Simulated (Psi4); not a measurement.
The Psi4 input:
```
memory 2 GB

molecule {
0 1
B    -0.53324486    0.96933203    0.51092891
H    -1.46579294    1.19069057    1.18872493
O     0.39285897    1.92070194    0.48397878
H     1.16441933    1.75127005   -0.06203473
C    -0.42275283   -0.40288837   -0.31591001
C    -0.56198745   -1.61803851    0.61120583
C     0.86763895   -0.52451275   -1.13513569
H    -1.26482712   -0.44082565   -1.01869006
H    -0.54752193   -2.54485222    0.03950636
H     0.25790906   -1.64564494    1.32630278
H    -1.49517130   -1.56828086    1.16609106
H     0.95303640    0.29125445   -1.85261890
H     0.88320830   -1.45996974   -1.69216166
H     1.74070066   -0.51327950   -0.48255547
}

set {
  basis def2-sv(p)
}

energy('pbe')
print_variables()
```

**Question.** Give the number of basis functions at the level PBE/def2-SV(P) (Psi4).

**Answer.** 88

**Question.** Give the nuclear repulsion energy at the level PBE/def2-SV(P).

**Answer.** 172.3762 Eh

**Question.** What is the computed dipole moment (PBE/def2-SV(P))?

**Answer.** 1.81 D

**Question.** Estimate the total energy that PBE/def2-SV(P) returns for this input.

**Answer.** -219.363920 Ha

**Question.** Roughly what does it cost on one core?

**Answer.** roughly 18 core-seconds.
